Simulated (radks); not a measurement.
Values are calculated unless marked as measured or tabulated.
Task: These are the eigenvalues of the occupied orbitals of an atom or ion with whole-number occupations (hartree). Code: a radial shooting solver on a logarithmic mesh with Libxc functionals. Model: Dirac Kohn-Sham, relativistic LDA (MacDonald-Vosko exchange, VWN5 correlation), spin-unpolarised, spherical densities, finite nucleus; Fermi nuclear charge, rms radius of each element as measured or else 0.836 A^(1/3) + 0.57 fm.

| orbital | eigenvalue |
|---|---|
| 1s1/2 | -2614.300 |
| 2s1/2 | -576.0683 |
| 2p1/2 | -559.6130 |
| 2p3/2 | -512.5484 |
| 3s1/2 | -228.6391 |
| 3p1/2 | -222.5183 |
| 3p3/2 | -210.2024 |

Which element is it, and in what charge state? The configuration may be excited. Open shells, if any, fill j = l - 1/2 first.

Result: Z = 73, tantalum, charge +57: Ta57+ in [Ne] 3s2 3p4. The list shows which subshells hold electrons but not how many an open one holds; the 1s level, -2614.3 hartree, gives Z - s = 72.3 by -(Z - s)^2/2, which with screening and relativity narrows Z to a few neighbours, and the depths of the outer levels then fix element, charge and occupations together.
